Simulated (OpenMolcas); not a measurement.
The numbers below are computed, except where a source is named.
Ir4+: input and output

Ir4+ among 2 point charges of -2.5 e arranged as a linear pair (D∞h), 2.18 Å from the ion. With inversion symmetry the input lists one of each pair of outer charges.

Input:

```
&GATEWAY
Coord
1

Ir 0.0 0.0 0.0
Basis=ANO-RCC-VDZP
Group=XYZ
NoMove
AngMom=0.0 0.0 0.0
AMFI
XField
1 Angstrom 0
0.000000 0.000000 2.180000 -2.500000
&SEWARD
&RASSCF
FileOrb=start.orb
Symmetry=1
Spin=6
nActEl=5 0 0
Inactive=15 19
Ras2=5 0
CIRoot=1 1 1
SDav=1
CIMx=300
Iter=120 100
PrWF=0.3
OrbListing=Nothing
MaxOrb=0
>>> COPY $Project.JobIph JOB001
&RASSCF
FileOrb=start.orb
Symmetry=1
Spin=4
nActEl=5 0 0
Inactive=15 19
Ras2=5 0
CIRoot=24 24 1
SDav=24
CIMx=300
Iter=120 100
PrWF=0.3
OrbListing=Nothing
MaxOrb=0
>>> COPY $Project.JobIph JOB002
&RASSCF
FileOrb=start.orb
Symmetry=1
Spin=2
nActEl=5 0 0
Inactive=15 19
Ras2=5 0
CIRoot=75 75 1
SDav=75
CIMx=300
Iter=120 100
PrWF=0.3
OrbListing=Nothing
MaxOrb=0
>>> COPY $Project.JobIph JOB003
&RASSI
NrOfJobIphs=3 1 24 75
1
1 2 3 4 5 6 7 8 9 10 11 12 13 14 15 16 17 18 19 20 21 22 23 24
1 2 3 4 5 6 7 8 9 10 11 12 13 14 15 16 17 18 19 20 21 22 23 24 25 26 27
28 29 30 31 32 33 34 35 36 37 38 39 40 41 42 43 44 45 46 47 48 49 50 51
52 53 54 55 56 57 58 59 60 61 62 63 64 65 66 67 68 69 70 71 72 73 74 75
IphNames
JOB001
JOB002
JOB003
EJob
SpinOrbit
DIPRint=1.0
SOCoupling=1000.0
Subsets=2
Property=9
'ANGMOM' 1 'ANGMOM' 2 'ANGMOM' 3 'MLTPL  1' 1 'MLTPL  1' 2 'MLTPL  1' 3
'AMFI' 1 'AMFI' 2 'AMFI' 3
SOProperty=3
'ANGMOM' 1 'ANGMOM' 2 'ANGMOM' 3
```

Launched by
```bash
OMP_NUM_THREADS=1 MOLCAS_MEM=1689 MOLCAS_PROJECT=a pymolcas a.inp > a.log  # once for each step of the input, in one work folder
```

A driver script runs the steps one by one and writes start.orb anew before each from the orbitals found so far.

Output, cut to the results:

```
--- SEWARD ---
Basis set label: IR.ANO-RCC...7S6P4D2F.

      Electronic valence basis set:
      ------------------
      Associated Effective Charge  77.000000 au
      Associated Actual Charge     77.000000 au
      Nuclear Model: Point charge

      Shell  nPrim  nBasis  Cartesian Spherical Contaminant
         s      24       7        X
         p      21       6        X
         d      15       4                 X
         f      11       2                 X
                  Relativistic Douglas-Kroll-Hess integrals:
                    - DKH order of Hamiltonian: 2
                    - DKH order of Properties : 0
                  Atomic mean-field integrals
--- RASSCF ---
Wave function specifications:
      -----------------------------

      Number of closed shell electrons          68
      Number of electrons in active shells       5
      Max number of holes in RAS1 space          0
      Max nr of electrons in RAS3 space          0
      Number of inactive orbitals               34
      Number of active orbitals                  5
      Number of secondary orbitals              20
      Spin quantum number                      2.5
      State symmetry                             1
Orbital specifications:
      -----------------------

      Symmetry species                           1   2
                                                ag  au
      Frozen orbitals                            0   0
      Inactive orbitals                         15  19
      Active orbitals                            5   0
      RAS1 orbitals                              0   0
      RAS2 orbitals                              5   0
      RAS3 orbitals                              0   0
      Secondary orbitals                         7  13
      Deleted orbitals                           0   0
      Number of basis functions                 27  32
      Number of CSFs                             1
      Number of root(s) required                 1
      Iter CI   SX   CI       RASSCF       Energy    max ROT     max BLB   max BLB  Level Ln srch  Step   QN
          iter iter root      energy       change     param      element    value   shift minimum  type update
 Nr of preliminary CI iterations:   1
      Total energies have been shifted. Add               -17000.00 au
        1   1    8    1  -811.80060294    0.00E+00   2.18E-01*  18  25 1  4.36E-01*  0.00   0.00    SX    NO
        2   1    7    1  -812.17002276   -3.69E-01*  1.02E-01*  18  24 2  1.48E-01*  0.02   0.00    SX    NO
        3   1    7    1  -812.19103265   -2.10E-02*  1.72E-02   16  32 2  4.91E-02*  0.00   0.00    SX    NO
        4   1    7    1  -812.19360799   -2.58E-03*  1.25E-02   18  24 2  2.25E-02*  0.00   0.00    SX    NO
        5   1    6    1  -812.19416315   -5.55E-04*  2.79E-03   19  25 2 -1.11E-02*  0.00   0.67    QN   YES
        6   1    6    1  -812.19434336   -1.80E-04*  3.88E-04   19  25 2 -4.00E-04*  0.00   1.02    QN   YES
        7   1    5    1  -812.19434363   -2.73E-07* -1.30E-04   19  22 2  5.93E-05   0.00   1.19    QN   YES
        8   1    4    1  -812.19434365   -1.22E-08*  6.81E-06   11  27 2 -4.81E-06   0.00   1.04    QN   YES
        9   1    2    1  -812.19434365   -5.82E-11  -1.73E-07   10  26 2 -4.45E-07   0.00   1.03    QN   YES
      Convergence after  9 iterations
       10   1    2    1  -812.19434365   -2.91E-11  -1.73E-07   18  22 1  6.69E-08   0.00   1.03    QN   YES
      Natural orbitals and occupation numbers for root  1
      sym 1:   1.000000   1.000000   1.000000   1.000000   1.000000
::    RASSCF root number  1 Total energy: -17812.19434365
--- RASSCF ---
Wave function specifications:
      -----------------------------

      Number of closed shell electrons          68
      Number of electrons in active shells       5
      Max number of holes in RAS1 space          0
      Max nr of electrons in RAS3 space          0
      Number of inactive orbitals               34
      Number of active orbitals                  5
      Number of secondary orbitals              20
      Spin quantum number                      1.5
      State symmetry                             1
Orbital specifications:
      -----------------------

      Symmetry species                           1   2
                                                ag  au
      Frozen orbitals                            0   0
      Inactive orbitals                         15  19
      Active orbitals                            5   0
...
--- RASSI ---
SPIN-FREE ENERGIES:
  (Shifted by EMIN (a.u.) =     -17812.1943436456)

 SF State       Relative EMIN(au)   Rel lowest level(eV)    D:o, cm**(-1)      L_eff

     1             0.0000000000        0.0000000000              0.0000         0.0
     2             0.0764119851        2.0792760408          16770.4923         3.2
     3             0.0764119851        2.0792760408          16770.4923         3.2
     4             0.0957645139        2.6058851768          21017.8814         3.8
     5             0.0957645139        2.6058851768          21017.8814         3.8
     6             0.0993350457        2.7030442960          21801.5225         2.7
     7             0.0993350457        2.7030442960          21801.5225         2.7
     8             0.1187050226        3.2301282195          26052.7411         3.0
     9             0.1187050226        3.2301282195          26052.7411         3.0
    10             0.1213573273        3.3023011068          26634.8547         3.9
    11             0.1301389751        3.5412619166          28562.2036         4.0
    12             0.1301389751        3.5412619166          28562.2036         4.0
    13             0.1371675702        3.7325197338          30104.8019         3.1
    14             0.1371675702        3.7325197338          30104.8019         3.1
    26             0.1394069729        3.7934569848          30596.2940         4.1
    27             0.1394069729        3.7934569848          30596.2940         4.1
    28             0.1442491194        3.9252185042          31659.0223         4.8
    29             0.1442491194        3.9252185042          31659.0223         4.8
    30             0.1475968967        4.0163161654          32393.7745         5.2
    15             0.1500245694        4.0823765044          32926.5871         1.0
    31             0.1535287986        4.1777314379          33695.6765         3.6
...
```

Spin-orbit levels above the lowest (labels by Λ):

```tsv
E (cm-1)	Degeneracy	2S+1	g
0.0	2	6 (77 %)	0.00 0.00 9.46
876.0	2	6 (86 %)	0.00 0.00 5.80
1169	2	6 (89 %)	1.94 5.84 5.84
11867	2	4 (67 %)	0.00 0.00 6.40
14477	2	4	0.00 0.00 9.66
16518	2	4 (89 %)	0.00 0.00 2.42
19805	2	4 (75 %)	0.00 0.00 11.44
20024	2	4 (72 %)	0.45 0.45 0.91
20880	2	4	0.00 0.00 7.32
21602	2	4 (66 %)	0.00 0.00 3.76
21744	2	4 (81 %)	0.00 0.00 8.20
22642	2	4 (80 %)	0.00 0.00 4.61
23528	2	4 (58 %)	1.46 2.11 2.11
23829	2	4 (81 %)	0.00 0.00 3.84
24599	2	4 (79 %)	0.00 0.00 1.10
25275	2	4 (78 %)	0.57 0.57 1.02
26902	2	4 (86 %)	0.89 2.09 2.09
27102	2	4 (84 %)	0.00 0.00 6.72
27863	2	4 (84 %)	1.57 2.29 2.29
28638	2	4	0.00 0.00 4.63
```

Without dynamic correlation the repulsion within the d shell is too large (B by tens of per cent), so at a given field states of lower spin stand too high. Point charges give a weaker field than real ligands, and real ions of this kind are as a rule low spin; the high spin found here belongs to the model. Point charges carry no covalency, so the field is a model and not that of real ligands. No measured value stands beside these numbers.

The RASSCF and RASSI steps took 37 s on 1 thread of Arm Neoverse N1 (shared host); the integral step is not counted.
